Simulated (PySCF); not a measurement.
The numbers are results of ωB97X-D3(BJ)/def2-TZVP // PBE0-D3(BJ)/def2-TZVP (PySCF 2.14.0), not measurements. Gas-phase values, no solvent. One relaxed conformer stands for a flexible species; it need not be the lowest. Delta-SCF ions had no search for a lower state. Excitations are Tamm–Dancoff values on a coarser integration grid. The basis has no diffuse functions, so Rydberg states are missing or too high.

Reference species (SMILES): `O[SiH2][SiH2][SiH2][SiH3]` (neutral, multiplicity 1).

```json
{
  "T1 excitation (TDA)": "5.78 eV",
  "vertical ionisation energy (Delta-SCF)": "9.72 eV"
}
```

Changed species: `O[SiH2][SiH]([SiH3])[SiH3]` (H–O–Si–Si torsion 180°, O–Si–Si–Si torsion -62°).

Question: What does the change do to the T1 excitation (TDA) and vertical ionisation energy (Delta-SCF)?

Answer: the T1 excitation (TDA) falls by 0.06 eV, to 5.72 eV; the vertical ionisation energy (Delta-SCF) goes up by 0.06 eV, to 9.78 eV.
